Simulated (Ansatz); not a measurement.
Molecule: sum formula HSO3, charge 0, multiplicity 2. It need not be the lowest isomer of its formula. 
Geometry from a B3LYP-D3(BJ)/def2-TZVP (Ansatz, a quantum-chemistry and plane-wave program) optimisation:
SMILES: O=[S](=O)O
```xyz
5

O      0.4342    -0.6993    -1.1852
S     -0.2804     0.0183     0.0913
O      0.2653    -0.5711     1.2992
O     -0.2259     1.4334    -0.1815
H      0.6974    -1.5966    -0.9218
```
Charge 0, spin multiplicity 2.

Wanted: vertical ionisation energy (to the singlet state of charge +1; each state is the SCF solution reached for its spin; for the singlet the Hartree-Fock reference is unstable and T1 is 0.023), in eV. Valence correlation only, unless marked. Open shells are spin-unrestricted. No spin-orbit coupling. No relativistic terms. CBS(X,Y): correlation extrapolated as X^-3; Hartree-Fock from the larger set. The bracket is a focal-point correction in the basis named.

RI-MP2/CBS(aug-cc-pV(T+d)Z,aug-cc-pV(Q+d)Z)+[CCSD(T)-MP2]/aug-cc-pV(D+d)Z (Ansatz) gives 10.82 eV.

**Question.** Another calculation gave 11.04 eV. Which level was it?
A. r2SCAN/def2-TZVPD (Ansatz)
B. CAM-B3LYP/def2-TZVPD (Ansatz)
C. PBE/def2-TZVPD (Ansatz)
D. B3LYP/def2-TZVPD (Ansatz)

**Answer.** D, B3LYP/def2-TZVPD (Ansatz). The others give 11.24 (CAM-B3LYP), 10.61 (PBE), 10.87 (r2SCAN) eV.
